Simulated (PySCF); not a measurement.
Compound: ScN (singlet state).
Structure used (PBE0-D3(BJ)/def2-SVP), in Å, numbered top down from 1:
```xyz
2
ScN angstrom
N     -0.6152    0.4840   -0.1585
Sc     0.6326   -0.5128    0.1464
```

Method used: PBE0-D3(BJ)/def2-SVP geometry optimisation, gas phase (PySCF 2.14.0).

Masses are those of the commonest isotopes; rigid-rotor values at the optimised geometry. 

Problem. What are the moment of inertia and the rotational constant?

Solution. I = 28.226 u·Å², B = 505379 MHz·u·Å²/I = 17905 MHz (0.5972 cm⁻¹, or 0.859 K as hB/k). For two atoms I = μr² with μ = 10.6773 u and r = 1.6259 Å.

Problem. List the first levels of a rigid rotor in a Σ state.

Solution. E(J) = BJ(J+1): J = 1: 1.194, J = 2: 3.583, J = 3: 7.167, J = 4: 11.945, J = 5: 17.917, J = 6: 25.084 cm⁻¹.

Problem. Where do the first rotational lines fall?

Solution. The dipole is 6.72 D; J+1 ← J lies at 2B(J+1): 1 ← 0 at 35.81 GHz, 2 ← 1 at 71.62 GHz, 3 ← 2 at 107.43 GHz, 4 ← 3 at 143.24 GHz, 5 ← 4 at 179.05 GHz, 6 ← 5 at 214.85 GHz.

No frequency check. Zero-point vibration and centrifugal distortion are left out.
